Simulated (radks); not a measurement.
Spin polarisation of the 5d6 shell in Ir3+. Start: [Xe] 4f14 5d(up 3, down 3); electrons of 5d are moved from spin down to spin up, other shells keep equal spins. Calculated with a radial shooting solver on a logarithmic mesh with Libxc functionals: scalar-relativistic Kohn-Sham, PBEsol, spin-polarised, spherical densities, point nucleus.

moment (Bohr magnetons)  E - E(0) (eV)  e(5d up) (eV)  e(5d down) (eV)  5p down minus up (eV)  4f down minus up (eV)  5s down minus up (eV)
0                                0.000        -36.918          -36.918                  0.000                  0.000                  0.000
1                               -0.185        -37.270          -36.529                  0.632                  0.118                  0.504
2                               -0.742        -37.590          -36.101                  1.268                  0.236                  1.010
3                               -1.675        -37.879          -35.629                  1.912                  0.354                  1.521
4                               -2.994        -38.138          -35.109                  2.568                  0.473                  2.039

At moment 4 the spin-polarisation energy is -2.994 eV and the 5d exchange splitting 3.029 eV, that is 0.757 eV per Bohr magneton; E = -I m^2/4 would give I = 0.748 eV.
